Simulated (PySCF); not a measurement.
Si(Cl)2(I)(OH) (Cl2HIOSi), SMILES [Si](Cl)(O)(I)Cl. Heavy atoms are numbered as in [OH:1][Si:2]([Cl:3])([Cl:4])[I:5]. Hydrogens are named by the atom that carries them.

Coordinates come from a B3LYP-D3(BJ)/def2-SVP optimisation. This is a generated structure with no PubChem entry under its InChIKey; it may be hypothetical. The def2 effective core potentials stand for the cores of I; spin–orbit coupling is left out. One conformer was computed; it need not be the lowest.

These are ωB97X/def2-TZVP (PySCF) values and carry that method's errors.

ESP charges are fitted to the potential on shells at 1.4 to 2.0 van der Waals radii. Atomic charges (e), one atom of each kind:

```tsv
atom	Mulliken	ESP fit	Löwdin
O1 (OH)	-0.50	-0.48	-0.10
Si2	0.56	0.06	-0.81
Cl3	-0.18	-0.04	0.25
I5	-0.05	0.06	0.23
H on O1	0.34	0.46	0.19
```

Computed Mayer and Wiberg (Löwdin basis) orders of the bonds:
```json
[
 {"bond": "O1–Si2", "Mayer": "1.27", "Wiberg": "1.73"},
 {"bond": "Si2–Cl3", "Mayer": "1.21", "Wiberg": "1.82"},
 {"bond": "Si2–Cl4", "Mayer": "1.21", "Wiberg": "1.82"},
 {"bond": "Si2–I5", "Mayer": "1.22", "Wiberg": "1.68"}
]
```
